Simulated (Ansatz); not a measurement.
Ansatz (a quantum-chemistry and plane-wave program) job for C3H2N3, SMILES [c]1ncncn1, multiplicity 2, B3LYP-D3(BJ)/def2-SVP. 

Ansatz 0.2 input:
```yaml
crystal:
  periodic: [false, false, false]
  atoms:
    - {symbol: C, position_ang: [0.00000002, -0.00000000, -1.28588081]}
    - {symbol: N, position_ang: [-1.16365836, 0.11776654, -0.74281356]}
    - {symbol: C, position_ang: [-1.12122276, -0.06662622, 0.58662758]}
    - {symbol: N, position_ang: [-0.00000002, 0.00000000, 1.26455813]}
    - {symbol: C, position_ang: [1.12122274, 0.06662622, 0.58662761]}
    - {symbol: N, position_ang: [1.16365838, -0.11776653, -0.74281353]}
    - {symbol: H, position_ang: [-2.04746694, -0.24960748, 1.11161818]}
    - {symbol: H, position_ang: [2.04746690, 0.24960749, 1.11161825]}
basis:
  gaussian:
    orbitals: def2-SVP
hamiltonian:
  xc: b3lyp
  dispersion: d3bj
magnetization: {spin_polarized: true, initial_magnetization: 1}
relax: {f_tol: 0.002, max_steps: 200}
```

Output:

```
WARN ansatz: RAYON_NUM_THREADS=1 ignored (pool sized by the plan → 1); use --threads N
Functional definition: B3LYP
integrals: 0.05 GiB planned
1101 factors; integrals over basis functions are off by at most 3.1e-4 eV
mean field: 0.56 GiB planned
mean field evaluation 1: about -7599.4822 eV, gradient 3.5e1 eV
mean field evaluation 2: about -7595.3453 eV, gradient 4.7e1 eV
mean field evaluation 4: about -7604.6259 eV, gradient 2.6e0 eV
mean field evaluation 8: about -7604.7320 eV, gradient 1.5e-1 eV
mean field evaluation 16: about -7604.7323 eV, gradient 3.3e-4 eV
mean field -7604.73234689 eV, -279.4687590754 hartree, gradient 5.9e-5 eV, S^2 0.755929; 0 other end points of the search recorded, 0 dependent functions left out
the calculation of the forces begins
reference -7604.73254592 eV, -279.4687663898 hartree; 21, 20 occupied and 73, 74 virtual orbitals, 1101 factors
relax step   1: F+E_penalty+E_count = -7605.07412290 eV  Δ(F+E_penalty+E_count) = +0.000e0 eV  max|allowed force component| = 1.399e0 eV/Å  Δτ_max = 0.0000 Å  (37 SCF iters, accepted)
these checks for a lower state are left out or cut short: starts, cluster_reference, orbital_swaps, neighbouring_geometries, increment
integrals: 0.05 GiB planned
1101 factors; integrals over basis functions are off by at most 3.4e-4 eV
mean field: 0.56 GiB planned
mean field -7604.86202845 eV, -279.4735247849 hartree, gradient 2.3e-5 eV, S^2 0.754612; 0 other end points of the search recorded, 0 dependent functions left out
the calculation of the forces begins
reference -7604.86223023 eV, -279.4735322001 hartree; 21, 20 occupied and 73, 74 virtual orbitals, 1101 factors
relax step   2: F+E_penalty+E_count = -7605.20461857 eV  Δ(F+E_penalty+E_count) = -1.305e-1 eV  max|allowed force component| = 7.435e-1 eV/Å  Δτ_max = 0.0961 Å  (38 SCF iters, accepted)
these checks for a lower state are left out or cut short: starts, cluster_reference, orbital_swaps, neighbouring_geometries, increment
integrals: 0.05 GiB planned
1101 factors; integrals over basis functions are off by at most 3.6e-4 eV
mean field: 0.56 GiB planned
mean field evaluation 32: about -7604.8060 eV, gradient 4.5e-1 eV
mean field -7604.87874072 eV, -279.4741389495 hartree, gradient 2.4e-5 eV, S^2 0.754416; 0 other end points of the search recorded, 0 dependent functions left out
the calculation of the forces begins
reference -7604.87894388 eV, -279.4741464155 hartree; 21, 20 occupied and 73, 74 virtual orbitals, 1101 factors
relax step   3: F+E_penalty+E_count = -7605.22110422 eV  Δ(F+E_penalty+E_count) = -1.649e-2 eV  max|allowed force component| = 7.569e-1 eV/Å  Δτ_max = 0.1164 Å  (38 SCF iters, accepted)
these checks for a lower state are left out or cut short: starts, cluster_reference, orbital_swaps, neighbouring_geometries, increment
integrals: 0.05 GiB planned
1101 factors; integrals over basis functions are off by at most 3.4e-4 eV
mean field: 0.56 GiB planned
mean field -7604.91058234 eV, -279.4753091074 hartree, gradient 1.9e-5 eV, S^2 0.754256; 0 other end points of the search recorded, 0 dependent functions left out
the calculation of the forces begins
reference -7604.91078483 eV, -279.4753165487 hartree; 21, 20 occupied and 73, 74 virtual orbitals, 1101 factors
relax step   4: F+E_penalty+E_count = -7605.25311572 eV  Δ(F+E_penalty+E_count) = -3.201e-2 eV  max|allowed force component| = 1.429e-1 eV/Å  Δτ_max = 0.0244 Å  (39 SCF iters, accepted)
these checks for a lower state are left out or cut short: starts, cluster_reference, orbital_swaps, neighbouring_geometries, increment
integrals: 0.05 GiB planned
1101 factors; integrals over basis functions are off by at most 3.3e-4 eV
mean field: 0.56 GiB planned
mean field -7604.90809041 eV, -279.4752175308 hartree, gradient 1.4e-5 eV, S^2 0.754357; 0 other end points of the search recorded, 0 dependent functions left out
the calculation of the forces begins
reference -7604.90829273 eV, -279.4752249660 hartree; 21, 20 occupied and 73, 74 virtual orbitals, 1101 factors
relax step   5: F+E_penalty+E_count = -7605.25081175 eV  Δ(F+E_penalty+E_count) = +2.304e-3 eV  max|allowed force component| = 3.839e-1 eV/Å  Δτ_max = 0.0120 Å  (38 SCF iters, rejected (line search))
these checks for a lower state are left out or cut short: starts, cluster_reference, orbital_swaps, neighbouring_geometries, increment
integrals: 0.05 GiB planned
1101 factors; integrals over basis functions are off by at most 3.3e-4 eV
mean field: 0.56 GiB planned
mean field -7604.91154559 eV, -279.4753445062 hartree, gradient 1.6e-5 eV, S^2 0.754258; 0 other end points of the search recorded, 0 dependent functions left out
the calculation of the forces begins
reference -7604.91174802 eV, -279.4753519455 hartree; 21, 20 occupied and 73, 74 virtual orbitals, 1101 factors
relax step   6: F+E_penalty+E_count = -7605.25420088 eV  Δ(F+E_penalty+E_count) = -1.085e-3 eV  max|allowed force component| = 8.021e-3 eV/Å  Δτ_max = 0.0045 Å  (32 SCF iters, accepted)
these checks for a lower state are left out or cut short: starts, cluster_reference, orbital_swaps, neighbouring_geometries, increment
integrals: 0.05 GiB planned
1101 factors; integrals over basis functions are off by at most 3.3e-4 eV
mean field: 0.56 GiB planned
mean field evaluation 64: about -7604.9115 eV, gradient 2.5e-5 eV
mean field -7604.91154337 eV, -279.4753444247 hartree, gradient 2.7e-5 eV, S^2 0.754261; 0 other end points of the search recorded, 0 dependent functions left out
the calculation of the forces begins
reference -7604.91174581 eV, -279.4753518641 hartree; 21, 20 occupied and 73, 74 virtual orbitals, 1101 factors
relax step   7: F+E_penalty+E_count = -7605.25420293 eV  Δ(F+E_penalty+E_count) = -2.050e-6 eV  max|allowed force component| = 8.005e-4 eV/Å  Δτ_max = 0.0001 Å  (27 SCF iters, accepted)
integrals: 0.05 GiB planned
1101 factors; integrals over basis functions are off by at most 3.3e-4 eV
mean field: 0.56 GiB planned
mean field -7604.91154337 eV, -279.4753444247 hartree, gradient 2.7e-5 eV, S^2 0.754261; 1 other end points of the search recorded, 0 dependent functions left out
the calculation of the forces begins
reference -7604.91174581 eV, -279.4753518641 hartree; 21, 20 occupied and 73, 74 virtual orbitals, 1101 factors
Total energy: -7605.25440537 eV, -279.4879443708 hartree
Atom 0 at     0.000000    -0.000000    -1.322989 Å, force    -0.000000    -0.000000     0.000605 eV/Å
Atom 1 at    -1.175565    -0.077006    -0.757119 Å, force    -0.000284    -0.000023    -0.000572 eV/Å
Atom 2 at    -1.126270    -0.073778     0.585603 Å, force     0.000094     0.000015     0.000212 eV/Å
Atom 3 at    -0.000000     0.000000     1.292609 Å, force     0.000000     0.000000     0.000801 eV/Å
Atom 4 at     1.126270     0.073778     0.585603 Å, force    -0.000094    -0.000015     0.000212 eV/Å
Atom 5 at     1.175565     0.077006    -0.757119 Å, force     0.000284     0.000023    -0.000572 eV/Å
Atom 6 at    -2.075115    -0.135933     1.131476 Å, force     0.000336     0.000019    -0.000343 eV/Å
Atom 7 at     2.075115     0.135932     1.131477 Å, force    -0.000336    -0.000019    -0.000343 eV/Å
Dipole moment:    -0.000000     0.000000     0.306763 e Å
```

The run converged.
